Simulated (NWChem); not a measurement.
System: BNH₃, doublet; SMILES B[NH]

Program: NWChem. Spin-unrestricted. In the optimisation the excess spin sits in a' (Cs, its own frame). The geometry was optimised at PBE0/def2-SVP, spin-unrestricted. No stability test was run on the SCF state. Level PBE/def2-SVPD: energy and gradient; each run changes one setting, and changes count from the defaults (medium grid, exact Coulomb integrals, symmetry on).

Task: Which setting moves the energy most, and by about how much (coarse grid; symmetry off; defaults; Coulomb fitting, Weigend set; extra-fine grid)?

Result: Coulomb fitting, Weigend set, by about 100 μHa.
```csv
setting,size of the energy change (μHa),largest change of a gradient component (μHa/bohr)
defaults,< 10,< 30
extra-fine grid,< 10,< 30
coarse grid,10,200
symmetry off,< 10,other frame
"Coulomb fitting, Weigend set",100,400
```
